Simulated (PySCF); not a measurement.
Copper: a sound run and one with changed settings

Sound run: Cu [Ar] 3d10 4s1, Cu⁺ [Ar] 3d10. Calculation: PySCF 2.14, in x2c-TZVPall (6s5p4d1f, 48 functions); scalar relativity by spin-free X2C-1e. The sound run starts from symmetry-adapted Hartree-Fock orbitals and uses a fine grid where one is needed.

Changed run: radial step 1.2 in ln r (0.13 in the sound run). This setting is unsound on purpose.

```json
{"species": "Cu", "method": "UHF", "sound run (hartree)": "-1653.13268", "changed run (hartree)": "-1653.13268", "converged": "yes"}
{"species": "Cu", "method": "M06-2X", "sound run (hartree)": "-1654.75519", "changed run (hartree)": "-1651.06627", "converged": "yes"}
{"species": "Cu", "method": "LDA", "sound run (hartree)": "-1651.89682", "changed run (hartree)": "-1643.64919", "converged": "yes"}
{"species": "Cu⁺", "method": "UHF", "sound run (hartree)": "-1652.89021", "changed run (hartree)": "-1652.89021", "converged": "yes"}
{"species": "Cu⁺", "method": "M06-2X", "sound run (hartree)": "-1654.46808", "changed run (hartree)": "-1650.82972", "converged": "yes"}
{"species": "Cu⁺", "method": "LDA", "sound run (hartree)": "-1651.57907", "changed run (hartree)": "-1643.41235", "converged": "yes"}
```

Ionisation energy of Cu:

```tsv
method	sound run (eV)	changed run (eV)
UHF	6.598	6.598
M06-2X	7.813	6.437
LDA	8.646	6.445
```

A coarse radial grid mis-integrates the density and the exchange-correlation energy, with errors of either sign; Hartree-Fock needs no grid.

For comparison, NIST gives 7.726 eV between the lowest levels.
